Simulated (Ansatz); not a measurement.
`C[CH](C)[Mg][F]` + `O[SiH3]` → `[F][Mg][O][SiH3]` + `CCC` at 400 K and 1 bar (ligand exchange at a Mg–C bond).

Program: Ansatz. Geometries: PBE0-D4/def2-TZVP. ΔE: electronic, gas phase. CCSD(T)/CBS is the MP2 limit (def2-TZVPP, def2-QZVPP) plus CCSD(T) − MP2 in def2-TZVPP, frozen cores. For Mg outer-core shells are correlated without core-valence functions, which leaves a few kJ/mol of doubt a bond. One conformer a species, not always the lowest.

```tsv
species	CCSD(T)/CBS energy (Eh)	H − E (kJ/mol)	S (J/(mol·K))
`C[CH](C)[Mg][F]`	-418.11940	280.8	388.3
`O[SiH3]`	-366.69042	120.0	276.4
`[F][Mg][O][SiH3]`	-665.90405	110.9	355.4
`CCC`	-118.98051	294.1	291.8
```

H − E and S are ideal-gas, rigid-rotor, harmonic terms from PBE0-D4/def2-TZVP, for one conformer and one mirror image of each species. 1 Eh = 2625.50 kJ/mol, R = 8.31446 J/(mol·K).

Question: By hand: ΔE, ΔH, ΔS and ΔG.

Answer: ΔE = (-665.90405) + (-118.98051) − (-418.11940) − (-366.69042) = -0.07474 Eh = -196.2 kJ/mol. Δ(H − E) = 110.9 + 294.1 − 280.8 − 120.0 = 4.2, so ΔH = -192.0 kJ/mol. ΔS = 355.4 + 291.8 − 388.3 − 276.4 = -17.5 J/(mol·K). ΔG = -192.0 − 400 × (-17.5)/1000 = -185.0 kJ/mol.

Question: By hand: the equilibrium constant, and the temperature at which ΔG would vanish if ΔH and ΔS stayed fixed.

Answer: log₁₀ K = −ΔG/(RT ln 10) = 24.2. ΔG = 0 at ΔH/ΔS = 10971 K, far beyond where these terms or the molecules hold.

ΔH outweighs TΔS. A doubt of 5 kJ/mol in ΔE shifts log₁₀ K by 0.7 here. Other conformers and mirror images would add mixing entropy, several J/(mol·K) or more a flexible species. Modes under 60 cm⁻¹, often nearly free rotors, make the harmonic entropy too high. These are equilibria of isolated gas molecules and say nothing of rates. Largest T1 diagnostic: 0.012 (customary marks: 0.02 for closed shells, 0.045 for open ones).
